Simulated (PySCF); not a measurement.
H8N2OSi2, SMILES O([SiH2]N)[SiH2]N.

Geometry: B3LYP-D3(BJ)/def2-SVP. The values are those of a single conformer.

All values below come from PySCF with PBE/def2-TZVP.

Symmetry labels are those of the subgroup C2 that the program uses (full group C2).

Computed valence orbital energies around the gap with their symmetry:
```
orbital  symmetry  energy (eV)
-------  --------  -----------
HOMO−7          A        -9.66
HOMO−6          B        -9.41
HOMO−5          A        -8.73
HOMO−4          B        -8.60
HOMO−3          A        -7.66
HOMO−2          B        -6.98
HOMO−1          A        -6.30
HOMO            B        -6.08
LUMO            A        -0.49
LUMO+1          B         0.23
LUMO+2          A         0.30
LUMO+3          B         0.98
```
